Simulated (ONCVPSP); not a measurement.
## Before and after: ONCV potential for lithium (Li)

```json
{
  "Element": "lithium (Li)",
  "Generator": "ONCVPSP 4.0.1",
  "Type": "optimised norm-conserving Vanderbilt (ONCV)",
  "Functional": "PBE",
  "Relativity": "non-relativistic",
  "Frozen core": "[He]",
  "Valence charge": "1",
  "Reference configuration": "2s1",
  "Partial waves": "2s: rc 3.00 bohr, ncon 4, nbas 8, qcut 2.3 1/bohr, 1 projector; p scattering state at 0.12 Ha: rc 2.55 bohr, ncon 5, nbas 9, qcut 3.1 1/bohr, 2 projectors, debl 1.7 Ha; d scattering state at 0.19 Ha: rc 2.95 bohr, ncon 4, nbas 7, qcut 3.8 1/bohr, 3 projectors, debl 1.6 Ha",
  "Local potential": "polynomial inside 2.40 bohr (lpopt 5, dvloc0 -1 Ha)",
  "Core correction": "none"
}
```

In the p channel the program set the typed energies aside and used 0.050, 1.750 Ha.

All-electron outer shells of the reference configuration (PBE, non-relativistic, ld1.x):

```
shell  level (eV)  outermost node (bohr)  outermost maximum (bohr)
   1s      -51.85                      –                      0.36
   2s       -2.87                   0.83                      3.12
```

Change: reference 2s0.5; s: rc 2.55, qcut 2.7.

Cutoffs: the cutoffs (Ha) at which the residual kinetic energy of the hardest occupied pseudo-wave falls to 1 and 0.1 mHa per electron; they do not see the model core or the augmentation charge, which bear on the density cutoff. Errors are all-electron minus pseudo energies relative to the spin-unpolarised reference configuration.

Problem. What does the change do?

Solution. The potential gets harder (1.6 Ha and 2.8 Ha → 2.2 Ha and 3.6 Ha); neither file shows a bound ghost.

| quantity | base | changed |
| --- | --- | --- |
| cutoff, loose | 1.6 Ha | 2.2 Ha |
| cutoff, tight | 2.8 Ha | 3.6 Ha |
| bound ghosts | none | none |
| GHOST(+) flags under 300 eV | none | none |
| tests with a reliable result | 1 of 2 | 1 of 2 |
| p: phases at 2.60 bohr within 0.05 rad from the reference energy up to (Ha; the scan ends near 5) | 4.3 | 4.0 |
| d: phases at 3.00 bohr within 0.05 rad from the reference energy up to (Ha; the scan ends near 5) | to the end of the scan | to the end of the scan |

Base: The cutoffs count occupied waves only; projector 2 of the p channel, the hardest unoccupied one, needs 14 Ha at the loose tolerance. Changed file: The cutoffs count occupied waves only; projector 2 of the p channel, the hardest unoccupied one, needs 16 Ha at the loose tolerance.
